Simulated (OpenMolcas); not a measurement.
**Cl³⁺: the spin-orbit constant, worked from levels**

```json
{"Program": "OpenMolcas", "Basis": "ANO-RCC-VQZP [6s5p3d2f1g]", "Scalar Hamiltonian": "DKH2, point nucleus", "Active space": "4 electrons in 9 orbitals (RAS2 3s 3p; RAS3 3d, at most 2 electrons)", "State averaging": "2S+1 = 3 even, 6 roots; 2S+1 = 1 even, 12 roots; 2S+1 = 5 odd, 1 root; 2S+1 = 3 odd, 9 roots; 2S+1 = 1 odd, 8 roots", "Spin-orbit coupling": "RASSI with atomic mean-field integrals over the reference wave functions, term energies averaged over their components"}
```

Methods: RASSCF; MS-RASPT2, IPEA 0.25 Eh, imaginary shift 0.1 Eh (closed shells correlated: 2s 2p). Measured levels: Moore, Atomic Energy Levels, vol. I, NSRDS-NBS 35 (1971 reprint of NBS Circular 467, 1949).

**The spin-orbit constant.** For the Hund term ³P of p2, E(J) = (A/2) J(J+1) + constant and ζ = 2S·A = 2A. From J = 0 to J = 2 the energy changes by 3 A.

| Source | E(2) - E(0) | A | ζ |
| --- | --- | --- | --- |
| RASSCF | 1185.9 | 395.3 | 791 |
| MS-RASPT2 | 1189.9 | 396.6 | 793 |
| measured | 1341.0 | 447.0 | 894 |

All in cm-1. MS-RASPT2 is off by -11.3 % and RASSCF by -11.6 %. Both methods take the spin-orbit matrix elements from the reference wave functions, so the second can move ζ only through the term energies and any multistate remixing. Second-order mixing with other terms is absorbed into this ζ.

Active for correlation alone: 3d; no level in the range computed is led by a configuration that fills it, so any true level of that kind is missing. Computed and measured levels are paired by configuration, term and J; levels that our copy of the source lacks, or whose pairing is in doubt (as where it misses far off the trend of its configuration), stay unpaired and out of the deviations. Only configurations of the active space appear.
